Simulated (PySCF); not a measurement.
**Dipole response of Zr⁺ (zirconium, charge +1)**

[Kr] 4d2 5s1, high-spin 4F determinant. Computed with PySCF 2.14 in aug-cc-pVTZ-DK (9s8p6d3f2g, 102 functions), with scalar relativity by spin-free X2C-1e. Coupled (time-dependent) response in atomic units; α is the mean over directions.

| method | mean α (bohr³) | C₆ (like pair) | S(−4) |
| --- | --- | --- | --- |
| UHF | 78.40 | 715.6 | 4293 |
| PBE | 57.03 | 483.7 | 2004 |

S(−4) is the Cauchy moment in α(ω) = α(0) + S(−4) ω² + …

Spin-orbit coupling is absent.

α(iu) at PBE:

| u (hartree) | α(iu) (bohr³) |
| --- | --- |
| 0 | 57.03 |
| 0.0500 | 52.49 |
| 0.100 | 42.84 |
| 0.200 | 26.47 |
| 0.300 | 17.76 |
| 0.500 | 10.24 |
| 0.750 | 6.517 |
| 1.00 | 4.658 |
| 1.50 | 2.774 |
| 2.00 | 1.837 |
| 3.00 | 0.9636 |
| 5.00 | 0.3943 |

For an ion, C₆ is the dispersion term alone; charge-induced terms of lower order in 1/R come first.
